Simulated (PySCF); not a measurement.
SnF2Cl2, SMILES [F][Sn]([F])([Cl])[Cl].

Geometry: r2SCAN-D4/def2-SVP. The def2 effective core potentials stand for the cores of Sn; spin–orbit coupling is left out.

All values below come from r2SCAN-D4/def2-SVP (PySCF 2.14.0).

Frequencies are harmonic and unscaled.

| mode | ν (cm⁻¹) | IR (km/mol) | moving atoms (share of kinetic energy) |
|---|---|---|---|
| 1 | 100 | 1.1 | Cl 77 %, F 13 %, Sn 10 % |
| 2 | 121 | 0.0 | F 75 %, Cl 25 % |
| 3 | 137 | 15.3 | Cl 36 %, F 35 %, Sn 29 % |
| 4 | 168 | 24.7 | F 79 %, Sn 15 % |
| 5 | 170 | 39.5 | F 67 %, Cl 17 %, Sn 17 % |
| 6 | 381 | 14.7 | Cl 85 %, Sn 12 % |
| 7 | 415 | 68.1 | Cl 70 %, Sn 30 % |
| 8 | 655 | 50.3 | F 88 %, Sn 12 % |
| 9 | 671 | 56.3 | F 83 %, Sn 17 % |
